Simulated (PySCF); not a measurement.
B3LYP has the VWN-RPA correlation part, as in Gaussian. 

Z-matrix (Å, degrees):
```
W
C 1 2.1311
H 2 1.1055 1 118.05
H 2 1.1116 3 109.11 1 -124.00
H 2 1.1126 3 108.94 4 -118.09
C 1 2.1372 2 95.20 3 174.38
H 6 1.1071 1 115.47 2 74.50
H 6 1.1089 7 109.12 1 -126.76
H 6 1.1134 7 109.07 8 -117.69
C 1 2.1839 2 134.92 3 2.13
H 10 1.1037 1 116.22 2 -91.87
H 10 1.1100 11 109.65 1 -123.13
H 10 1.1124 11 109.38 12 -118.63
C 1 2.1907 2 126.26 3 -109.64
H 14 1.1044 1 116.97 2 101.26
H 14 1.1099 15 109.16 11 -97.47
H 14 1.1138 15 108.07 16 -116.71
C 1 2.1979 2 75.69 3 -51.44
H 18 1.1043 1 117.12 2 -173.24
H 18 1.1101 19 108.67 15 -96.87
H 18 1.1127 19 108.63 20 -116.96
Cl 1 2.3393 2 93.80 3 82.25
```
Charge 0, multiplicity 1.

Q: Estimate the HOMO, dipole moment, LUMO, charge on the central atom (Mulliken) and HOMO–LUMO gap that B3LYP-D3(BJ)/def2-TZVP // PBE-D3(BJ)/def2-SVP (PySCF 2.14.0) returns for this input.

A: 
The HOMO is -7.33 eV and the dipole moment is 1.56 D. The LUMO is -2.99 eV. The charge on the central atom (Mulliken) comes out as 1.05 e and the HOMO–LUMO gap is 4.34 eV.
